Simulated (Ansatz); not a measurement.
Mulliken charges of CH₆BGaO, SMILES `BC[O][GaH2]` from B3LYP/def2-TZVPP in Ansatz (PBE0-D4/def2-TZVP geometry).

```tsv
atom	x (Å)	y (Å)	z (Å)	charge (e)
B1	-0.401	1.446	0.121	-0.118
C2	-0.976	0.072	-0.294	0.070
O3	-0.424	-1.106	0.242	-0.398
Ga4	1.334	-1.421	0.249	0.324
H5	0.469	1.545	0.941	0.024
H6	-0.871	2.435	-0.362	0.037
H7	-2.040	0.129	0.018	0.075
H8	-1.057	0.018	-1.394	0.080
H9	2.232	-0.396	-0.522	-0.062
H10	1.734	-2.722	1.000	-0.032
```

Q: By hand: the dipole of these point charges (1 e Å = 4.8032 D).

A: Σ q r = (0.128, 0.064, -0.151) e Å, of length 0.208 e Å = 1.00 D.

Q: How does the dipole of the full density compare? (Estimate.)

A: Computed: (0.088, 0.065, -0.116) e Å, 0.77 D; the point charges give 1.30 times that, at 7° from its direction.

Point charges leave out the atoms' own dipoles, such as those of lone pairs, and Mulliken's split depends on the basis, so the two needn't agree.

B3LYP here is the variant with VWN-RPA as its local correlation; programs differ in this.
